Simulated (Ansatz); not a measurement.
`C=C[SiH](O)Cl` → `C=CCl` + `O[SiH]` at 700 K and 1 bar (silylene formation by 1,1-elimination).

Gas-phase electronic energies from Ansatz, PBE0-D4/def2-TZVP geometries. CCSD(T)/CBS adds triple-zeta CCSD(T) − MP2 to the extrapolated MP2 energy (def2 sets, frozen cores). This one scheme is used for every species. One conformer a species, not always the lowest.

```csv
species,CCSD(T)/CBS energy (Eh),H − E (kJ/mol),S (J/(mol·K))
`C=C[SiH](O)Cl`,-903.23363,254.4,462.6
`C=CCl`,-537.65823,153.0,322.7
`O[SiH]`,-365.43832,87.6,287.3
```

H − E and S are ideal-gas, rigid-rotor, harmonic terms from PBE0-D4/def2-TZVP, for one conformer and one mirror image of each species. 1 Eh = 2625.50 kJ/mol, R = 8.31446 J/(mol·K).

Question: By hand: ΔE, ΔH, ΔS and ΔG.

Answer: ΔE = (-537.65823) + (-365.43832) − (-903.23363) = 0.13708 Eh = 359.9 kJ/mol. Δ(H − E) = 153.0 + 87.6 − 254.4 = -13.8, so ΔH = 346.1 kJ/mol. ΔS = 322.7 + 287.3 − 462.6 = 147.4 J/(mol·K). ΔG = 346.1 − 700 × (147.4)/1000 = 242.9 kJ/mol.

Question: By hand: the equilibrium constant, and the temperature at which ΔG would vanish if ΔH and ΔS stayed fixed.

Answer: log₁₀ K = −ΔG/(RT ln 10) = -18.1. ΔG = 0 at ΔH/ΔS = 2348 K.

The number of gas molecules changes by +1, which sets the sign of ΔS. A doubt of 5 kJ/mol in ΔE shifts log₁₀ K by 0.4 here. Other conformers and mirror images would add mixing entropy, several J/(mol·K) or more a flexible species. These are equilibria of isolated gas molecules and say nothing of rates. Largest T1 diagnostic: 0.016 (customary marks: 0.02 for closed shells, 0.045 for open ones).
